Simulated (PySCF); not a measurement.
C3H9GeN, SMILES [CH3][GeH]1[CH2]N[CH2]1. Atoms are numbered in the order given.

```xyz
14

C      2.0866    -0.6663     0.0000
Ge     0.4184     0.3427     0.0000
C     -1.0744    -0.2397     1.1682
N     -1.9437    -0.1231     0.0000
C     -1.0744    -0.2397    -1.1682
H      2.6845    -0.4231     0.8909
H      2.6845    -0.4231    -0.8909
H      1.8790    -1.7459     0.0000
H      0.6927     1.8600     0.0000
H     -1.3812     0.3874     2.0213
H     -0.9106    -1.2747     1.5370
H     -2.7654    -0.7237     0.0000
H     -0.9106    -1.2747    -1.5370
H     -1.3812     0.3874    -2.0213
```

Coordinates come from a PBE0-D3(BJ)/def2-SVP optimisation. The structure was generated by enumeration, and PubChem lists no compound with its InChIKey, so it may never have been made.

These are HF/def2-TZVP (PySCF) values and carry that method's errors.

Symmetry labels are those of the subgroup Cs that the program uses (full group Cs).

Computed valence orbital energies around the gap with their symmetry:
| orbital | symmetry | energy (eV) |
|---|---|---|
| HOMO−7 | A" | -15.34 |
| HOMO−6 | A' | -15.19 |
| HOMO−5 | A" | -15.02 |
| HOMO−4 | A" | -14.13 |
| HOMO−3 | A' | -11.97 |
| HOMO−2 | A' | -10.87 |
| HOMO−1 | A" | -10.42 |
| HOMO | A' | -9.76 |
| LUMO | A' | 3.59 |
| LUMO+1 | A" | 3.82 |
| LUMO+2 | A' | 3.89 |
| LUMO+3 | A' | 4.99 |
